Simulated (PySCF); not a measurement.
Radial density of Tc³⁺ (technetium, charge +3)

UHF, [Kr] 4d4, high-spin 5D determinant. Computed with PySCF 2.14 in aug-cc-pVTZ-PP with one added diffuse shell each of s, p, d, f, g type with ECP28MDF (7s7p6d4f3g, 113 functions), with scalar relativity through the core potential. This is the valence pseudo-density: the core potential removes the inner electrons and smooths the orbitals near the nucleus.

```csv
r (bohr),4πr²ρ (e/bohr),4πr²(ρα − ρβ)
0.0330,2.075e-05,0.0000
0.0555,5.155e-05,0.0000
0.0933,0.0001835,0.0000
0.157,0.001587,0.0005
0.264,0.02548,0.0080
0.444,0.6833,0.1370
0.747,7.899,1.3533
1.26,10.22,3.1100
2.11,1.807,1.1927
3.56,0.05596,0.0533
5.98,0.0001056,0.0001
```

Energies and moments cover only the electrons outside the core potential.
